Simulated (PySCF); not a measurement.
A side-by-side comparison of computed properties.

First species: C₆H₈OSSi.
InChI=1S/C6H8OSSi/c7-5-9-4-6-2-1-3-8-6/h1-3,5H,4,9H2

Second species: C₇H₁₇NSi.
SMILES: `C=CC[C@@H](C)[SiH2]N(C)C`

Levels: PBE0/pcSseg-1 for dipole moment, HOMO energy, LUMO energy and HOMO–LUMO gap; GFN2-xTB for rotational constant A and rotational constant C. Geometries: GFN2-xTB. All species are isolated and taken at one optimised geometry, non-relativistic unless stated. Electronic properties by PySCF.

The conformers computed, where there is a choice (atom-mapped SMILES and torsion angles):
- `[O:1]=[CH:2][SiH2:3][CH2:4][c:5]1[cH:6][cH:7][cH:8][s:9]1`: O1–C2–Si3–C4 119°, C2–Si3–C4–C5 54°, Si3–C4–C5–C6 -97°
- `[CH2:1]=[CH:2][CH2:3][C@@H:4]([CH3:5])[SiH2:6][N:7]([CH3:8])[CH3:9]`: C1–C2–C3–C4 -120°, C2–C3–C4–C5 63°, C3–C4–Si6–N7 -178°, C4–Si6–N7–C8 -45°

Values for the first species:

- Dipole moment: 2.21 D
- HOMO energy: -6.57 eV
- LUMO energy: -1.45 eV
- HOMO–LUMO gap: 5.12 eV
- Rotational constant A: 2.140 GHz
- Rotational constant C: 0.623 GHz

Task: Estimate the same properties for the second species, and the change in each.

Result: 
```csv
property,first,second,second less first
dipole moment,2.21 D,1.02 D,-1.19 D
HOMO energy,-6.57 eV,-6.26 eV,+0.31 eV
LUMO energy,-1.45 eV,0.46 eV,+1.91 eV
HOMO–LUMO gap,5.12 eV,6.72 eV,+1.60 eV
rotational constant A,2.140 GHz,3.480 GHz,+1.340 GHz
rotational constant C,0.623 GHz,0.541 GHz,-0.082 GHz
```

On the first: The dipole equals about 7.4 × 10⁻³⁰ C·m (1 D = 3.33564 × 10⁻³⁰ C·m).

On the second: A dipole of 1.02 D is allowed in C1, and pure rotational transitions are dipole-allowed. In atomic units the dipole is 0.40 e·bohr (1 au = 2.5417 D).
